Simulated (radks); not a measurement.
Q: The mean radii <r> (bohr) of the occupied orbitals of an atom or ion are listed with their occupations. Calculated with a radial shooting solver on a logarithmic mesh with Libxc functionals: Dirac Kohn-Sham, PBE, spin-unpolarised, spherical densities, finite nucleus; Fermi nuclear charge, rms radius of each element as measured or else 0.836 A^(1/3) + 0.57 fm.

| orbital | occ. | <r> |
|---|---|---|
| 1s1/2 | 2 | 0.08105 |
| 2s1/2 | 2 | 0.3875 |
| 2p1/2 | 2 | 0.3489 |
| 2p3/2 | 4 | 0.3513 |
| 3s1/2 | 2 | 1.267 |
| 3p1/2 | 2 | 1.421 |
| 3p3/2 | 4 | 1.429 |

Name the element and its charge. Open shells, if any, fill j = l - 1/2 first.

A: Z = 19, potassium, charge +1: K+ in [Ar]. The 1s radius gives Z: for a bare nucleus <r> = (2 gamma + 1)/(2Z) with gamma = sqrt(1 - (Z/c)^2), 0.07844 bohr for Z = 19, and screening makes it slightly larger (0.08105 here). The occupations add up to 18, and the charge is Z minus that.
